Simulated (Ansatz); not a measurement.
Basis-set extrapolation for CHBClN (`N#CBCl`) (PBE0-D4/def2-TZVP geometry, frozen core, Ansatz 0.2.0). Multiplicity 1, RHF reference.

```csv
,def2-TZVPP,def2-QZVPP
HF,-577.170935,-577.188167
MP2 correlation,-0.614895,-0.662133
CCSD(T) correlation,-0.669986,not run
```

Energies in hartree. Use E(X) = E(∞) + A·exp(−7.88·√X) for Hartree–Fock and E(X) = E(∞) + B·X^(−2.97) for correlation, with X = 3 and 4, and add CCSD(T) minus MP2 of the smaller set to the MP2 limit.

Question: What is the CCSD(T) energy at the basis-set limit?

Answer: HF limit: -577.188167 + (-0.017232) × 0.13774 = -577.19054. MP2 limit: -0.662133 + (-0.047238) × 0.74074 = -0.69712. Higher-order term: -0.669986 − (-0.614895) = -0.05509. Total: -577.94275 hartree, 63.9 kcal/mol below CCSD(T)/def2-TZVPP.
